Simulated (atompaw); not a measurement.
Hf: one change to a PAW (atompaw) potential, before and after

atompaw 4.2.0.5 input, output lines left out:

```
Hf 72
LDA-PW scalarrelativistic loggrid 2001 logderivrange -2 5 176
6 6 5 4 0 0
6 1 0
5 2 2
0 0 0
c
c
c
c
c
v
c
c
c
c
v
c
c
v
c
2
3.00 2.55 2.85 2.80
y
0.85
n
y
1.4
n
y
2.45
n
custom polynom vanderbiltortho sinc
bessel
3.00
3.00
3.00
3.00
3.00
3.00
```

All-electron outer shells of the reference configuration (LDA (PW92), scalar-relativistic, ld1.x):

```tsv
shell	level (eV)	outermost node (bohr)	outermost maximum (bohr)
5p	-35.71	0.60	1.16
4f	-17.03	–	0.45
6s	-5.26	1.37	2.89
5d	-2.87	0.67	1.71
6p	-1.47	1.66	4.05
```

Change: local potential bessel scheme, radius 2.26 bohr.

Cutoffs: the cutoffs (Ry, on a coarse ladder) from which the occupation-weighted sum of valence levels, in a spherical-Bessel basis at the reference potential, stays within 10 and 1 mRy of its value at 400 Ry; they do not see the model core or the augmentation charge, which bear on the density cutoff.

**Question.** What does the change do?

**Answer.** The potential gets softer (10 Ry and 15 Ry → 8 Ry and 15 Ry); the bound ghosts move from p to p, s; the range in which the s phases agree widens (upper end 1.6 → 4.2). A state that the projectors do not describe sees the local part alone, so a deeper or shallower local part can create or remove a ghost.

| quantity | base | changed |
| --- | --- | --- |
| cutoff, loose | 10 Ry | 8 Ry |
| cutoff, tight | 15 Ry | 15 Ry |
| bound ghosts | p | p, s |
| s: phases at 3.00 bohr within 0.05 rad from the reference energy up to (Ry; the scan ends near 5) | 1.6 | 4.2 |
| p: phases at 3.00 bohr within 0.05 rad from the reference energy up to (Ry; the scan ends near 5) | 4.5 | 4.7 |
| d: phases at 3.00 bohr within 0.05 rad from the reference energy up to (Ry; the scan ends near 5) | to the end of the scan | to the end of the scan |
| lowest overlap eigenvalue by channel | s 0.09, p 0.45, d 0.88 | s 0.09, p 0.46, d 0.90 |

 A true bound ghost makes a file unfit for plane-wave use even where its test errors are small: the radial tests pick states by their node count and pass the ghost by. The cutoffs see the waves, projectors and local potential, not the compensation charge or the core.
